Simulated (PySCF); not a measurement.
## Worked example: entropy of an ideal gas

C5H3F, SMILES FC(C#C)C#C.

Coordinates come from a PBE-D3(BJ)/def2-SVP optimisation.

PBE-D3(BJ)/def2-SVP in PySCF gives the harmonic wavenumbers 121, 195, 216, 311, 482, 531, 593, 651, 653, 693, 694, 868, 1019, 1023, 1262, 1263, 2171, 2172, 2929, 3405, 3406 cm⁻¹ and the rotational temperatures 0.2690, 0.1330, 0.0935 K. The molar mass is 82.08 g/mol, the symmetry number 1, the spin multiplicity 1.

**Question.** Work out the entropy at 298.15 K and 1 atm in the rigid-rotor, harmonic-oscillator model.

**Answer.** 
Translation (Sackur–Tetrode at 1 atm): S = R[1.5 ln M + 2.5 ln T − 1.16487] = 163.7 J/(mol K).
Rotation: q = (√π/σ) T^1.5/√(θA θB θC) = 158000, S = R[ln q + 3/2] = 112.0 J/(mol K).
Vibration: with u = 1.4388 ν/T, each mode gives R[u/(e^u − 1) − ln(1 − e^−u)]:
| ν (cm⁻¹) | modes | u | S (J/(mol K)) |
|---|---|---|---|
| 121 | 1 | 0.58 | 12.90 |
| 195 | 1 | 0.94 | 9.12 |
| 216 | 1 | 1.04 | 8.34 |
| 311 | 1 | 1.50 | 5.68 |
| 482 | 1 | 2.33 | 2.95 |
| 531 | 1 | 2.56 | 2.45 |
| 593 | 1 | 2.86 | 1.93 |
| 651 | 1 | 3.14 | 1.55 |
| 653 | 1 | 3.15 | 1.54 |
| 693 | 1 | 3.34 | 1.32 |
| 694 | 1 | 3.35 | 1.31 |
| 868 | 1 | 4.19 | 0.66 |
| 1019 | 1 | 4.92 | 0.36 |
| 1023 | 1 | 4.94 | 0.36 |
| 1262 | 1 | 6.09 | 0.13 |
| 1263 | 1 | 6.09 | 0.13 |
The stiffer modes add less than 0.005 each. Sum 50.7 J/(mol K).
Spin: R ln 1 = 0.0 J/(mol K).
Total 326.4 J/(mol K); the program's own thermochemistry gives 326.4. Translation makes up 50 % and vibration 16 %. Anharmonicity, hindered rotation and orbital degeneracy are left out.
